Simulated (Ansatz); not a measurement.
`OB[SiH2][AlH2]`, relaxed with RKS PBE-D4/def2-SVP in the Gaussian-basis code of Ansatz from a rough embedded geometry. The force threshold is 0.03 eV/Å; the program also tests the step.

The species carries charge 0 and has multiplicity 1.

Start:

```xyz
10

O    -0.157    0.766   -2.099
B    -0.259   -0.493   -1.477
Si   -0.787   -0.541    0.374
Al    0.752    0.592    1.702
H     0.749    1.090   -2.011
H    -0.023   -1.502   -2.075
H    -0.795   -1.996    0.852
H    -2.138   -0.027    0.554
H     1.642   -0.090    2.807
H     1.017    2.202    1.373
```

(1) How much energy does the relaxation release, and in how many steps? (Best estimate.)

(2) Which bonds change most? (Estimate.)

(3) Give the relaxed structure. (Best estimate.)

Results:

(1) Ansatz gave: 100.90 kJ/mol, in 28 steps, 4 of them rejected.

(2) Computed: Si3–Al4 from 2.327 to 2.461 Å; B2–Si3 from 1.925 to 2.029 Å; Al4–H10 from 1.664 to 1.606 Å; Si3–H8 from 1.457 to 1.511 Å.

(3) Computed: 
```xyz
10

O    -0.274    0.651   -2.263
B    -0.048   -0.410   -1.441
Si   -0.847   -0.405    0.424
Al    0.810    0.570    1.959
H     0.179    0.559   -3.123
H     0.676   -1.330   -1.807
H    -1.125   -1.826    0.860
H    -2.135    0.382    0.499
H     2.053   -0.301    2.485
H     0.712    2.109    2.407
```
